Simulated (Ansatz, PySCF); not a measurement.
This PySCF input computes a BLYP/def2-TZVPD energy:

```python
from pyscf import gto, scf, dft

mol = gto.M(
    atom='''
    Ge    0.29643492   -0.04521295   -0.07129176
    O    -0.81348466   -0.79472757   -1.26412745
    O    -0.13054909    1.69537930   -0.00366124
    O    -0.13334427   -0.73632748    1.52689508
    H    -0.86295537   -1.75435108   -1.17663591
    H    -0.20391023    2.09617636   -0.87828073
    H     0.19997246   -0.20960468    2.26340200
    ''',
    basis='def2-tzvpd',
    charge=0,
    spin=1,
    verbose=4,
)

mf = dft.UKS(mol, xc='blyp').density_fit(auxbasis='def2-universal-jkfit')
mf.grids.level = 3
mf.conv_tol = 1e-9
mf.max_cycle = 100
mf.max_memory = 1500
mf.kernel()
if not mf.converged:
    mf = mf.newton()
    mf.kernel(mf.make_rdm1())
for _ in range(2):
    mo, _, stable, _ = mf.stability(return_status=True)
    if stable:
        break
    mf.kernel(mf.make_rdm1(mo, mf.mo_occ))
mf.analyze()
```

Q: Write an input for the same energy in Ansatz (an electronic-structure program) and say what it gives.

A: 
Ansatz 0.2 input:
```yaml
crystal:
  periodic: [false, false, false]
  atoms:
    - {symbol: Ge, position_ang: [0.29643492, -0.04521295, -0.07129176]}
    - {symbol: O, position_ang: [-0.81348466, -0.79472757, -1.26412745]}
    - {symbol: O, position_ang: [-0.13054909, 1.69537930, -0.00366124]}
    - {symbol: O, position_ang: [-0.13334427, -0.73632748, 1.52689508]}
    - {symbol: H, position_ang: [-0.86295537, -1.75435108, -1.17663591]}
    - {symbol: H, position_ang: [-0.20391023, 2.09617636, -0.87828073]}
    - {symbol: H, position_ang: [0.19997246, -0.20960468, 2.26340200]}
basis:
  gaussian:
    orbitals: def2-TZVPD
hamiltonian:
  xc: {name: BLYP}
magnetization: {spin_polarized: true, initial_magnetization: 1}
output: {forces: true}
```
It gives -2304.66455 Eh, and PySCF -2304.66464 Eh, a difference of 0.09 mEh, from the treatment of integrals and grids.

It need not be the lowest isomer of its formula.
